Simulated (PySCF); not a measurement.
Compound: C5H14AlN.
Atom-mapped SMILES: `[CH2:1]=[CH:2][AlH2-:3][N+:4]([CH3:5])([CH3:6])[CH3:7]` (hydrogens: H8, H9 on C1; H10 on C2; H11, H12 on Al3; H13, H14, H15 on C5; H16, H17, H18 on C6; H19, H20, H21 on C7)

Theory: PySCF, PBE0-D3(BJ)/def2-SVP geometry optimisation, gas phase.

List the bond lengths, angles and torsions at this level.

```csv
bond,length (bohr),order
C1=C2,2.536,double
C2–Al3,3.749,single
Al3–N4,3.929,single
"N4–C5, N4–C6, N4–C7",2.773,single
C1–H8,2.076,single
C1–H9,2.076,single
C2–H10,2.087,single
"Al3–H11, Al3–H12",3.044,single
C5–H13 and 8 like bonds,2.079,single
```

Bonds in one row agree within 0.02 bohr and their mean is given. Orders are formal, as drawn. A selection of angles:
```csv
angle,degrees
C2–C1–H8,122.1
C2–C1–H9,123.2
H8–C1–H9,114.7
C1–C2–Al3,123.7
C1–C2–H10,114.0
Al3–C2–H10,122.4
C2–Al3–N4,102.7
C2–Al3–H11,117.1
N4–Al3–H11,99.1
H11–Al3–H12,116.4
Al3–N4–C5,107.4
Al3–N4–C6,109.0
C5–N4–C6,110.3
C6–N4–C7,110.8
N4–C5–H13,109.3
N4–C5–H14,110.8
H13–C5–H14,109.4
H13–C5–H15,108.4
```

Torsions: C1–C2–Al3–N4 178° (antiperiplanar); C2–Al3–N4–C5 180° (antiperiplanar).

All 3 C–N bonds measure 1.467 to 1.468 Å. Of the pairs four or more bonds apart, H18···H19 is among the closest relative to their van der Waals radii: 2.40 Å, 100 % of the sum of Bondi's values. Al3 (aluminium bonded to C, N and 2 H) is distorted tetrahedral (angles from 98.8° to 117.3°). N4 (nitrogen bonded to Al and 3 C) is tetrahedral (angles from 107.4° to 110.8°).

PBE0-D3(BJ)/def2-SVP frequencies: not computed here. The numbers are those of one conformer.
